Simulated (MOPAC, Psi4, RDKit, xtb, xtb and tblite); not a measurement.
Torsional profile of SMILES [SiH2](O[SiH3])[SiH2][GeH3]. Scanned: dihedral O2–Si3–Si4–Ge5; all other coordinates were relaxed at GFN2-xTB. GFN2-xTB can order the conformers of Si and Ge chains otherwise than DFT does. Points at φ and −φ are mirror images.

Geometry of the scan point at -75° (Å):
```
15

Si     2.1104     0.9078     0.4204
O      1.3917    -0.0730    -0.6475
Si     0.4828    -1.3446    -1.0958
Si    -1.4372    -1.2947     0.1900
Ge    -1.0526    -1.9968     2.3970
H      3.5365     0.5986     0.3757
H      1.5361     0.6350     1.7408
H      1.8003     2.2551    -0.0483
H      0.3201    -1.1295    -2.5354
H      1.3133    -2.5388    -0.8845
H     -2.0829     0.0256     0.2695
H     -2.4697    -2.1785    -0.3754
H     -0.6458    -0.9301     3.3764
H      0.0560    -3.0032     2.5514
H     -2.1909    -2.6707     3.1150
```

GFN2-xTB (xtb and tblite); PBE0-D3(BJ)/def2-TZVP // GFN2-xTB (Psi4); PBE/def2-TZVP // GFN2-xTB (Psi4); PBE-D3(BJ)/def2-TZVP // GFN2-xTB (Psi4); UFF // GFN2-xTB (RDKit); PM3, restricted, heats of formation // GFN2-xTB (MOPAC); GFN1-xTB // GFN2-xTB (xtb).

Least-squares fit of E(φ) = a0 + Σ (a_n cos nφ + b_n sin nφ), n = 1 to 4, to the 24 scan points, in kJ/mol above the lowest point of each profile (levels whose profile four harmonics don't fit are not listed):

```csv
method,a0,a1,b1,a2,b2,a3,b3,a4,b4,rms of fit
GFN2-xTB,1.44,-1.07,0.00,-0.62,0.00,0.68,0.00,0.16,0.00,0.02
PBE0-D3(BJ)/def2-TZVP,3.52,-3.09,0.00,-0.29,0.00,1.60,0.00,0.10,0.00,0.18
PBE/def2-TZVP,1.89,-1.29,0.00,-0.14,0.00,1.33,0.00,-0.06,0.00,0.18
PBE-D3(BJ)/def2-TZVP,3.58,-3.09,0.00,-0.21,0.00,1.69,0.00,0.10,0.00,0.17
UFF,37.78,-14.53,0.00,20.24,0.00,16.64,0.00,0.19,0.00,2.33
PM3,3.96,1.66,0.00,3.40,0.00,1.25,0.00,-0.06,0.00,0.29
GFN1-xTB,8.00,-4.85,0.00,-3.31,0.00,-0.74,0.00,0.31,0.00,0.32
```
